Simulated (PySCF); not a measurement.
**Trend along the third period: MPb cations**

PBE0 with double-zeta basis sets in PySCF, for the lowest determinant that a PBE0 search found; no spin–orbit coupling. De refers to high-spin ground-configuration atoms (the charge goes to the atom of lower measured ionisation energy or higher electron affinity, which is not always the lowest computed limit). A positive dipole points towards Pb; it is taken about the centre of mass and depends on that origin.

| M | basis | charged atom | state (unpaired electrons) | Re (Å) | ωe (cm⁻¹) | De (eV) | μ (D) |
| --- | --- | --- | --- | --- | --- | --- | --- |
| Na | cc-pVDZ/cc-pVDZ-PP | Na+ | triplet (σ ↑, π ↑) | 3.444 | 105 | n/a | -10.52 |
| Mg | def2-SVP | Pb+ | doublet (π ↑) | 3.018 | 179 | n/a | -7.31 |
| Al | def2-SVP | Al+ | triplet (σ ↑, π ↑) | 3.052 | 156 | n/a | -5.45 |
| Si | def2-SVP | Pb+ | quartet (σ ↑, π ↑↑) | 2.624 | 286 | n/a | -2.08 |
| P | def2-SVP | Pb+ | triplet (π ↑↑) | 2.618 | 301 | n/a | 0.10 |
| S | def2-SVP | Pb+ | doublet (π ↑) | 2.489 | 352 | n/a | 1.45 |
| Cl | def2-SVP | Pb+ | singlet (closed shell) | 2.389 | 388 | n/a | 2.90 |

The shortest bond is that of PbCl⁺ (2.389 Å), the longest that of NaPb⁺ (3.444 Å).

The rows differ in basis set, which adds steps of its own.

The state changes along the series, so neighbouring rows are not always alike in their bonding.

Spin–orbit coupling is left out, which matters for elements this heavy, above all for dissociation energies. States were picked by a PBE0 search and need not be the measured ground states.
